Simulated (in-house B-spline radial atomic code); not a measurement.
The outermost shell (largest non-relativistic mean radius) with and without relativity; Dirac values are averaged over j. Computed with an all-electron radial atomic-structure program (B-spline basis): non-relativistic Hartree-Fock and Dirac-Hartree-Fock, averages of the configuration (point nuclei without relativity, finite nuclei with it).

| ion | configuration | outermost shell | radius non-relativistic (bohr) | radius Dirac (bohr) | radius change (%) | level non-relativistic (eV) | level Dirac (eV) | spin-orbit splitting (eV) |
| --- | --- | --- | --- | --- | --- | --- | --- | --- |
| Ho2+ | [Xe] 4f11 | 5p | 1.5795 | 1.5254 | -3.4248 | -44.309 | -46.181 | 5.3424 |
| Er2+ | [Xe] 4f12 | 5p | 1.5575 | 1.5012 | -3.6102 | -44.931 | -46.962 | 5.7 |
| Tm2+ | [Xe] 4f13 | 5p | 1.5363 | 1.4779 | -3.7994 | -45.544 | -47.742 | 6.0758 |
| Yb2+ | [Xe] 4f14 | 5p | 1.516 | 1.4554 | -3.9927 | -46.148 | -48.524 | 6.4707 |
| Lu2+ | [Xe] 4f14 6s1 | 6s | 3.4048 | 3.1905 | -6.2938 | -18.737 | -20.011 | - |
| Hf2+ | [Xe] 4f14 5d2 | ? | ? | ? | ? | ? | ? | ? |
| Ta2+ | [Xe] 4f14 5d3 | ? | ? | ? | ? | ? | ? | ? |
| W2+ | [Xe] 4f14 5d4 | ? | ? | ? | ? | ? | ? | ? |
| Re2+ | [Xe] 4f14 5d5 | 5d | 1.7325 | 1.7672 | 2.0015 | -27.530 | -26.521 | 0.90843 |
| Os2+ | [Xe] 4f14 5d6 | 5d | 1.6519 | 1.6826 | 1.8579 | -29.331 | -28.27 | 1.1072 |
| Ir2+ | [Xe] 4f14 5d7 | 5d | 1.5805 | 1.6079 | 1.7358 | -31.128 | -30.013 | 1.3233 |
| Pt2+ | [Xe] 4f14 5d8 | 5d | 1.5166 | 1.5413 | 1.63 | -32.926 | -31.756 | 1.5575 |

**Question.** Fill in the row of Hf2+.

**Answer.** outermost shell: 5d; radius non-relativistic (bohr): 2.0615; radius Dirac (bohr): 2.1161; radius change (%): 2.6512; level non-relativistic (eV): -22.008; level Dirac (eV): -21.152; spin-orbit splitting (eV): 0.40899.

**Question.** Fill in the row of Ta2+.

**Answer.** outermost shell: 5d; radius non-relativistic (bohr): 1.9326; radius Dirac (bohr): 1.9787; radius change (%): 2.3848; level non-relativistic (eV): -23.882; level Dirac (eV): -22.975; spin-orbit splitting (eV): 0.56005.

**Question.** Fill in the row of W2+.

**Answer.** outermost shell: 5d; radius non-relativistic (bohr): 1.8249; radius Dirac (bohr): 1.8645; radius change (%): 2.1735; level non-relativistic (eV): -25.717; level Dirac (eV): -24.76; spin-orbit splitting (eV): 0.7263.

**Question.** Which member changes most?

**Answer.** Lutetium (Lu2+): its 6s shell contracts by 6.3 %.
